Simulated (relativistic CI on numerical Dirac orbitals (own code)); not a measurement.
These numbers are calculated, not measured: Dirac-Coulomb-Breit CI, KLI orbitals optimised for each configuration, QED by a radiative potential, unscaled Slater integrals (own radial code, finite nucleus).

Configurations in the expansion (outside the closed core 1s2): 2s²2p⁵, 2s2p⁶, 2s²2p⁴3s, 2p⁶3s, 2p⁶3p, 2s²2p⁴3p, 2p⁶3d, 2s²2p⁴3d, 2s2p⁵3s, 2s2p⁵3p, 2s2p⁵3d, 2s²2p⁴4s, 2s²2p⁴4p, 2s²2p⁴4d, 2s²2p⁴4f, 2s²2p⁴5s, 2s²2p³3s², 2s²2p⁴5p, 2s2p⁵4s, 2s²2p⁴5d, 2s²2p⁴5f, 2s²2p⁴5g, 2s²2p³3s3p, 2s2p⁵4p, 2s2p⁵4d, 2s2p⁵4f, 2s²2p³3p², 2s²2p³3s3d, 2s²2p³3p3d, 2s2p⁴3s², 2s2p⁴3s3p, 2s²2p³3d², 2s2p⁵5s, 2s2p⁵5p, 2s2p⁵5d, 2s2p⁵5f. Levels of other configurations are missing.

At this charge energies of transitions that change n are usually good to better than 1 %, and those within a shell (Δn = 0) to a few per cent.

Outline of the computed level scheme of Ti XIV. Lowest level of each configuration: 2s²2p⁵ ²P°3/2 at 0.000 eV; 2s2p⁶ ²S1/2 at 103.591 eV; 2s²2p⁴3s ⁴P5/2 at 494.677 eV; 2s²2p⁴3p ⁴P°5/2 at 517.955 eV; 2s²2p⁴3d ⁴D7/2 at 550.041 eV.

Some strong electric-dipole decays among the lowest 45 levels: 2s²2p⁴3d ⁴F5/2 → 2s²2p⁵ ²P°3/2 (6.9e+11 s⁻¹); 2s²2p⁴3s ²P1/2 → 2s²2p⁵ ²P°1/2 (6.9e+11 s⁻¹); 2s²2p⁴3d ⁴P3/2 → 2s²2p⁵ ²P°3/2 (6.6e+11 s⁻¹); 2s²2p⁴3s ²P3/2 → 2s²2p⁵ ²P°3/2 (6.6e+11 s⁻¹); 2s²2p⁴3s ²P1/2 → 2s²2p⁵ ²P°3/2 (5.5e+11 s⁻¹); 2s²2p⁴3s ²D3/2 → 2s²2p⁵ ²P°1/2 (5.2e+11 s⁻¹); 2s²2p⁴3s ²D5/2 → 2s²2p⁵ ²P°3/2 (4.8e+11 s⁻¹); 2s²2p⁴3s ⁴P3/2 → 2s²2p⁵ ²P°3/2 (4.7e+11 s⁻¹).

LS names give the leading component of a level, which can be under half, so a name can repeat, a term be missing and a line seem to break the LS rules.
